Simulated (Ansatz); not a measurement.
Cartesian coordinates in Å:
```
C 0.108 -1.784 -1.559
O 0.637 -0.765 -0.766
W 0.078 0.569 0.397
O 1.136 0.274 1.948
O 1.402 1.729 -0.255
O -0.884 1.939 1.322
O -1.355 0.832 -0.810
Cl -1.260 -1.168 1.436
H -0.694 -1.374 -2.181
H 0.895 -2.201 -2.189
H -0.307 -2.561 -0.910
H 0.811 -0.338 2.616
H 2.157 1.433 -0.769
H -0.584 2.124 2.217
H -2.140 1.291 -0.497
```

Total charge 0; spin multiplicity 1. W takes the def2 core potential.

**Question.** List the CAM-B3LYP/def2-TZVPP orbital energies in eV (Ansatz 0.2.0). (Estimate.)

**Answer.** Ansatz gave: Occupied: -2763.12, -523.52, -523.33, -522.95, -522.94, -522.88, -280.44, -257.92, -196.93, -196.84, -196.84, -87.10, -50.02, -49.96, -49.88, -30.50, -29.79, -29.61, -29.16, -28.97, -23.21, -21.15, -17.20, -16.82, -16.46, -15.80, -15.17, -15.08, -14.66, -13.58, -13.33, -12.86, -12.24, -11.78, -11.42, -11.26, -11.20, -10.75, -10.54, -10.06, -9.56, -9.47. Lowest empty: -1.62, -1.39, -1.16, 1.21, 1.62, 2.43, 2.67, 2.85.
